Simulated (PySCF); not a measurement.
Al(PH2)3 (AlH6P3), SMILES [PH2][Al]([PH2])[PH2].

Geometry optimised at PBE0-D3(BJ)/def2-SVP. Other conformers were not sampled.

Method: PySCF with TDA-PBE/def2-SVPD.

Vertical excitations.  State labels are in the subgroup Cs.

### Question
Give excitation energies, oscillator strengths and character. (An estimate is asked for; the answer gives what the named calculation found.)

### Answer

| state | symmetry | energy (eV) | λ (nm) | f | main pairs |
|---|---|---|---|---|---|
| S1 | A" | 4.17 | 298 | 0.037 | HOMO→LUMO 93 % |
| S2 | A' | 4.19 | 296 | 0.001 | HOMO−1→LUMO 96 % |
| S3 | A' | 4.90 | 253 | 0.000 | HOMO−2→LUMO 69 %, HOMO−1→LUMO+1 26 % |
| S4 | A" | 4.97 | 249 | 0.056 | HOMO→LUMO+1 87 % |
| S5 | A' | 5.11 | 243 | 0.050 | HOMO−1→LUMO+1 42 %, HOMO−1→LUMO+2 36 %, HOMO−2→LUMO 10 %, HOMO→LUMO+4 8 % |
| S6 | A" | 5.17 | 240 | 0.007 | HOMO→LUMO+2 96 % |
| S7 | A' | 5.29 | 234 | 0.018 | HOMO−1→LUMO+2 53 %, HOMO→LUMO+4 18 %, HOMO−1→LUMO+3 14 %, HOMO−1→LUMO+1 10 % |
| S8 | A" | 5.47 | 227 | 0.006 | HOMO→LUMO+3 48 %, HOMO−1→LUMO+4 38 %, HOMO−3→LUMO 12 % |
| S9 | A' | 5.47 | 227 | 0.039 | HOMO→LUMO+4 56 %, HOMO−1→LUMO+3 33 % |
| S10 | A" | 5.55 | 223 | 0.008 | HOMO−1→LUMO+4 46 %, HOMO−3→LUMO 43 %, HOMO→LUMO+3 8 % |
| T1 | A" | 3.59 | 345 | 0 | HOMO→LUMO 98 % |
| T2 | A' | 3.66 | 339 | 0 | HOMO−1→LUMO 98 % |
| T3 | A' | 4.35 | 285 | 0 | HOMO−2→LUMO 84 % |
| T4 | A" | 4.67 | 265 | 0 | HOMO→LUMO+1 95 % |
Triplets are in the Tamm–Dancoff approximation.
